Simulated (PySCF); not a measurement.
1,1-difluorobuta-1,3-diene (C₄H₄F₂), SMILES FC(F)=CC=C. Atoms are numbered in the order given.

```xyz
10

C      0.1525     2.7361     0.0000
C     -0.3082     1.4777     0.0000
C      0.5370     0.2996     0.0000
C      0.0639    -0.9483     0.0000
F      0.8074    -2.0254     0.0000
F     -1.2074    -1.2681     0.0000
H      1.2249     2.9531     0.0000
H     -0.5304     3.5881     0.0000
H     -1.3893     1.3029     0.0000
H      1.6236     0.4062     0.0000
```

Coordinates come from a PBE0-D3(BJ)/def2-SVP optimisation. One conformer was computed; it need not be the lowest.

Level of theory: PBE/def2-TZVP (PySCF).

Symmetry labels are those of the subgroup Cs that the program uses (full group Cs).

### Question
List the valence orbital energies around the gap with their symmetry. (An estimate is asked for; the answer gives what the named calculation found.)

### Answer

| orbital | symmetry | energy (eV) |
|---|---|---|
| HOMO−7 | A' | -11.07 |
| HOMO−6 | A' | -10.98 |
| HOMO−5 | A" | -10.90 |
| HOMO−4 | A' | -10.13 |
| HOMO−3 | A' | -9.93 |
| HOMO−2 | A' | -8.76 |
| HOMO−1 | A" | -8.04 |
| HOMO | A" | -5.63 |
| LUMO | A" | -1.66 |
| LUMO+1 | A" | 0.68 |
| LUMO+2 | A' | 1.00 |
| LUMO+3 | A' | 1.17 |
